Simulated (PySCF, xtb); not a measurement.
SiHFBr2, SMILES F[SiH](Br)Br.

Harmonic wavenumbers (cm⁻¹) from GFN2-xTB run with xtb 6.7.1 at its own minimum, in rising order: 98, 162, 200, 398, 494, 640, 645, 867, 2499.

Q: What does TPSSh-D3(BJ)/def2-SVP in PySCF give at its own minimum? (The exact figures need the calculation; the answer reports its results.)

A: 116, 201, 244, 409, 495, 784, 817, 917, 2344. Paired by order, the mean absolute difference is 70 cm⁻¹ and the zero-point energies are 8.6 and 9.0 kcal/mol.
